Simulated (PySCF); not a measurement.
# Electron correlation in Co (cobalt, neutral)

Starting occupation: [Ar] 3d6 4s2 4p1, 3d3/2 with m_j = +3/2, 3d5/2 with m_j = -3/2, -1/2, +1/2, +3/2, +5/2, 4p3/2 with m_j = +3/2. Calculation: PySCF 2.14, in x2c-TZVPall-2c with one added diffuse shell each of s, p, d type (7s8p5d1f, 63 functions); X2C-1e with screened-nucleus spin-orbit coupling, Gaussian nucleus. Frozen: [Ne]; 17 electrons correlated; the 6 highest virtual spinors left out.

MP2 pair energies summed by pair of shells (mhartree):

| pair | energy | share (%) |
| --- | --- | --- |
| 3d-3p | -147.99 | 34.3 |
| 3d-3d | -93.80 | 21.7 |
| 3p-3p | -61.32 | 14.2 |
| 3d-4s | -25.71 | 6.0 |
| 3p-3s | -22.02 | 5.1 |
| 3d-3s | -21.74 | 5.0 |
| 4s-4s | -17.67 | 4.1 |
| 3p-4s | -15.01 | 3.5 |
| 4p-4s | -14.08 | 3.3 |
| 3d-4p | -5.30 | 1.2 |
| 3p-4p | -3.10 | 0.7 |
| 3s-3s | -2.92 | 0.7 |
| 3s-4s | -1.22 | 0.3 |
| 3s-4p | -0.20 | 0.0 |

Total MP2 correlation energy: -432.07 mhartree.

The GHF reference relaxed away from the jj start to a determinant that is no pure jj level (⟨S²⟩ = 8.75, ⟨J²⟩ = 35.92); the energies belong to that determinant.

This basis was not built for core-valence correlation, so the inner-shell part is incomplete.
